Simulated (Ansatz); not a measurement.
A run on `C#C[SiH2]C#N` with other settings.

```yaml
crystal:
  periodic: [false, false, false]
  atoms:
    - {symbol: C, position_ang: [0.513133, 0.259963, 2.243436]}
    - {symbol: C, position_ang: [0.596568, 0.046647, 1.028898]}
    - {symbol: Si, position_ang: [0.067487, -0.599164, -0.828104]}
    - {symbol: C, position_ang: [-1.109779, 0.645734, -1.436056]}
    - {symbol: N, position_ang: [-2.028252, 0.977329, -1.969026]}
    - {symbol: H, position_ang: [0.758509, 0.468838, 3.101908]}
    - {symbol: H, position_ang: [1.458180, -0.109390, -1.541206]}
    - {symbol: H, position_ang: [-0.171638, -1.996287, -0.820191]}
basis:
  gaussian: {orbitals: cc-pVDZ}
total_charge: -1
magnetization: {spin_polarized: true, initial_magnetization: 1}
hamiltonian: {xc: {name: SPW92}}
output: {forces: true}
```

```sh
$ ansatz run in.yaml --threads 2 --pin off --events-out ev --progress --plain --max-ram 4352MiB
```

It prints (some lines left out):

```
Functional definition: SPW92
1150 factors; their error is unknown
mean field evaluation 1: about -12439.7820 eV, gradient 3.9e1 eV
mean field evaluation 2: about -12327.1040 eV, gradient 1.1e2 eV
mean field evaluation 4: about -12443.4915 eV, gradient 3.0e1 eV
mean field evaluation 8: about -12448.8073 eV, gradient 4.4e0 eV
mean field evaluation 16: about -12448.9903 eV, gradient 2.5e-1 eV
mean field evaluation 64: about -12448.8996 eV, gradient 1.9e0 eV
mean field -12448.99098690 eV, -457.4919805395 hartree, gradient 3.7e-6 eV, S^2 0.750857; 7 other end points of the search recorded, 0 dependent functions left out
reference -12448.99101885 eV, -457.4919817136 hartree; 22, 21 occupied and 67, 68 virtual orbitals, 1150 factors
Total energy: -12448.99101885 eV, -457.4919817136 hartree
Atom 0 at     0.513133     0.259963     2.243436 Å, force    -2.525504    -2.303815    -8.682019 eV/Å
Atom 1 at     0.596568     0.046647     1.028898 Å, force    -0.920767    -1.231564    -3.116520 eV/Å
Atom 2 at     0.067487    -0.599164    -0.828104 Å, force     2.187241     3.889721     3.472294 eV/Å
Atom 3 at    -1.109779     0.645734    -1.436056 Å, force     8.434871    -2.576020     4.067962 eV/Å
Atom 4 at    -2.028252     0.977329    -1.969026 Å, force    -9.175073     3.421807    -5.039376 eV/Å
Atom 5 at     0.758509     0.468838     3.101908 Å, force     2.676218     2.510900     9.859542 eV/Å
Atom 6 at     1.458180    -0.109390    -1.541206 Å, force    -1.015905    -1.010403    -0.051526 eV/Å
Atom 7 at    -0.171638    -1.996287    -0.820191 Å, force     0.338919    -2.700627    -0.510356 eV/Å
Dipole moment:     0.272765    -0.285094     0.105466 e Å
```

Hardware: 2 threads of an Arm Neoverse V2 on a shared host. Wall time 4.6 s, peak host memory 0.19 GiB.
